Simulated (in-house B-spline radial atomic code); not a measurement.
Configurations of the dysprosium ion Dy³⁺, with energies counted from [Xe] (4f5/2)6 (4f7/2)3. Method: Dirac-Hartree-Fock, average of each configuration as written, Fermi nucleus of rms radius 5.2218 fm. Calculated with an all-electron radial atomic-structure program (B-spline basis). Energies include first-order Breit, QED and recoil terms.

Occupations are held fixed; configurations that lie above the ionisation limit could autoionise.

| configuration | E - E(ref) (eV) | highest orbital | its <r> (bohr) |
| --- | --- | --- | --- |
| [Xe] (4f5/2)5 (4f7/2)4 | 2.2582 | 4f7/2 | 0.7913 |
| [Xe] (4f5/2)1 (4f7/2)8 | 2.647 | 4f5/2 | 0.7845 |
| [Xe] (4f5/2)2 (4f7/2)6 (5d5/2)1 | 13.51 | 5d5/2 | 2.056 |
| [Xe] (4f7/2)8 (6p1/2)1 | 19.26 | 6p1/2 | 3.492 |
| [Xe] (4f5/2)2 (4f7/2)6 (5g7/2)1 | 36.038 | 5g7/2 | 6.85 |
| [Kr] (4d3/2)4 (4d5/2)5 (4f5/2)2 (4f7/2)7 5s2 5p6 6s1 | 177.18 | 6s1/2 | 3.024 |

(1) Order these further configurations by energy, lowest first.
A. [Kr] 4d10 (4f5/2)4 (4f7/2)5 5s2 (5p1/2)2 (5p3/2)3 (8g9/2)1
B. [Kr] (4d3/2)3 (4d5/2)6 (4f5/2)6 (4f7/2)3 5s2 5p6 (6d5/2)1
C. [Kr] 4d10 (4f5/2)6 (4f7/2)3 5s2 (5p1/2)2 (5p3/2)3 (6g9/2)1
D. [Xe] (4f5/2)5 (4f7/2)3 6s1
E. [Kr] 4d10 (4f5/2)4 (4f7/2)5 5s2 (5p1/2)1 (5p3/2)4 (8d5/2)1

(2) How far above the reference does [Xe] (4f5/2)4 (4f7/2)4 (7d3/2)1 lie?

(3) How far above the reference does [Kr] 4d10 (4f5/2)1 (4f7/2)8 5s2 (5p1/2)1 (5p3/2)4 9s1 lie?

## Answers

(1) D (13.907 eV), C (51.302 eV), A (57.832 eV), E (60.176 eV), B (194.51 eV).

(2) 34.394 eV; its least bound orbital is 7d3/2 with <r> = 8.094 bohr.

(3) 58.518 eV; its least bound orbital is 9s1/2 with <r> = 12.95 bohr.
